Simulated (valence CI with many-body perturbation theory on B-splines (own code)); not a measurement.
**Sr25+: electric-dipole lines**

Method: valence CI with perturbative core correlation (CI+MBPT): three valence electrons over a frozen Dirac-Fock core [Ne], radial functions for each j: 11 s, 11 p, 10 d, 8 f, 5 g, 2 h, with the one-electron correlation potential Σ1 (screened to all orders), the two-electron term Σ2, the three-electron term Σ3, Breit, model QED; selected single and double excitations, second order for the rest, scaled by the run's own slope (own B-spline code, finite nucleus).

No measured spectrum was set against this ion. As an estimate, levels of excited configurations hold to 0.05 to 0.15 % of their energy, terms of the ground configuration to about 0.5 %.

Lines 51 to 100 of 580 in falling wavelength, among levels below 44.190 Ry, chosen from the strongest by gf and those to the six lowest levels. Wavelengths and rates use the calculated energies, so an error of 600 cm⁻¹ moves a line at 174.0 Å by 0.1 % and its rate by three times that or more. Electric multipoles are in the length gauge, E1 and E2 with the static RPA response of the core. Weak lines are less certain than strong ones. Lines between different terms over intervals too small for the method are left out, as are lines whose strength nearly cancels. Where a level lies close to another of its J and parity, the split of strength between their lines is uncertain. The highest levels of a list are the least certain.

Names give the largest LS component (configuration and term), which can be under half, so a name can repeat, a term be missing and a line seem to break the LS rules; names also repeat where a configuration has a term twice. Letters in brackets count levels of one name in rising energy.

```
λ vac (Å)                 Upper                 Lower   A (s⁻¹)  S (a.u.)
    174.0         3p2 3d 4F_7/2      3s 3p 3d 4F°_9/2  1.22e+10  2.53e-01
    173.9           3p3 2D°_5/2         3s 3p2 2D_3/2  1.00e+09  1.56e-02
    173.5    3p 3d2 2F°_7/2 [d]         3s 3d2 2F_5/2  1.04e+10  2.15e-01
    171.9         3p2 3d 4F_3/2      3s 3p 3d 4F°_5/2  1.06e+10  1.06e-01
    171.8         3p2 3d 4F_5/2      3s 3p 3d 4F°_7/2  1.38e+10  2.08e-01
    171.7            3d3 2P_3/2    3p 3d2 2P°_3/2 [c]  7.12e+09  7.11e-02
    171.2    3p 3d2 2D°_5/2 [b]         3s 3d2 4P_3/2  6.43e+09  9.55e-02
    171.1     3p2 3d 2F_5/2 [b]  3s 3p 3d 2P°_3/2 [a]  6.76e+09  1.00e-01
    170.9           3p3 4S°_3/2         3s 3p2 2D_3/2  1.45e+08  1.43e-03
    170.6    3p 3d2 2F°_5/2 [b]         3s 3d2 2D_3/2  6.44e+09  9.47e-02
    170.6        3p 3d2 4F°_5/2         3s 3d2 4F_5/2  4.56e+09  6.71e-02
    170.4         3s 3d2 4F_7/2  3s 3p 3d 2F°_7/2 [b]  4.36e+09  8.53e-02
    169.9    3p 3d2 4D°_7/2 [a]         3s 3d2 4P_5/2  5.60e+09  1.08e-01
    168.9           3p3 2D°_3/2         3s 3p2 4P_5/2  1.39e+10  1.32e-01
    167.1         3p2 3d 4D_7/2  3s 3p 3d 2D°_5/2 [a]  8.34e+09  1.54e-01
    166.5  3s 3p 3d 2F°_7/2 [a]         3s2 3d 2D_5/2  4.30e+09  7.83e-02
    166.3         3p2 3d 4F_9/2      3s 3p 3d 4F°_9/2  1.69e+10  3.85e-01
    165.9         3s 3p2 2P_1/2        3s2 3p 2P°_3/2  2.15e+09  9.67e-03
    165.7         3p2 3d 2G_7/2      3s 3p 3d 4D°_5/2  8.62e+09  1.55e-01
    165.6         3p2 3d 4P_5/2      3s 3p 3d 4D°_7/2  1.32e+10  1.77e-01
    165.4         3p2 3d 4F_3/2      3s 3p 3d 4F°_3/2  9.40e+09  8.39e-02
    164.8    3p 3d2 2G°_9/2 [b]         3s 3d2 2F_7/2  4.87e+10  1.08e+00
    164.6         3p2 3d 4P_3/2      3s 3p 3d 4D°_5/2  7.31e+09  6.44e-02
    164.6      3s 3p 3d 4F°_3/2         3s 3p2 2D_3/2  2.46e+09  2.16e-02
    163.7    3p 3d2 2F°_7/2 [c]         3s 3d2 2G_9/2  1.72e+10  2.98e-01
    163.1    3p 3d2 2D°_5/2 [d]         3s 3d2 2P_3/2  3.43e+10  4.41e-01
    162.9    3p 3d2 2F°_7/2 [c]         3s 3d2 2D_5/2  1.04e+10  1.77e-01
    162.8         3p2 3d 2G_7/2  3s 3p 3d 2F°_5/2 [a]  1.11e+10  1.89e-01
    162.6        3p 3d2 4F°_9/2         3s 3d2 4F_9/2  1.28e+10  2.71e-01
    162.6    3p 3d2 4D°_7/2 [b]         3s 3d2 4P_5/2  1.68e+10  2.84e-01
    162.2         3p2 3d 4F_7/2      3s 3p 3d 4P°_5/2  1.46e+10  2.47e-01
    162.1     3p2 3d 2D_5/2 [c]  3s 3p 3d 2P°_3/2 [c]  7.55e+09  9.53e-02
    161.3        3p 3d2 4P°_5/2         3s 3d2 4P_5/2  6.13e+09  7.62e-02
    160.9     3p2 3d 2D_5/2 [c]  3s 3p 3d 2D°_5/2 [b]  1.71e+10  2.11e-01
    160.6            3d3 2G_7/2    3p 3d2 2F°_5/2 [c]  1.73e+10  2.82e-01
    160.3    3p 3d2 2F°_5/2 [c]         3s 3d2 2F_5/2  8.72e+09  1.06e-01
    159.6        3p 3d2 4P°_5/2         3s 3d2 4P_3/2  1.45e+10  1.74e-01
    159.6    3p 3d2 2P°_1/2 [b]         3s 3d2 2D_3/2  2.10e+10  8.41e-02
    159.5        3p 3d2 4F°_9/2     3p2 3d 2F_7/2 [b]  3.50e+09  7.02e-02
    159.5     3p2 3d 2F_7/2 [a]      3s 3p 3d 4F°_7/2  4.78e+09  7.65e-02
    159.5     3p2 3d 2D_3/2 [c]  3s 3p 3d 2P°_3/2 [c]  1.18e+10  9.43e-02
    159.3    3p 3d2 2D°_3/2 [c]         3s 3d2 2D_3/2  1.28e+10  1.02e-01
    159.2    3p 3d2 2F°_7/2 [b]         3s 3d2 4F_7/2  1.02e+10  1.62e-01
    158.6        3p 3d2 4F°_9/2         3s 3d2 4F_7/2  5.89e+09  1.16e-01
    158.6      3s 3p 3d 4F°_5/2         3s 3p2 2D_3/2  2.79e+08  3.30e-03
    158.5    3p 3d2 2D°_3/2 [d]         3s 3d2 2P_1/2  4.30e+10  3.38e-01
    157.8            3d3 2G_9/2    3p 3d2 2G°_7/2 [b]  4.47e+10  8.65e-01
    157.7            3d3 2P_3/2    3p 3d2 2D°_5/2 [d]  9.85e+09  7.62e-02
    157.5           3p3 2D°_3/2         3s 3p2 4P_3/2  4.76e+09  3.67e-02
    157.2    3p 3d2 2G°_7/2 [b]         3s 3d2 2F_7/2  1.50e+10  2.29e-01
```
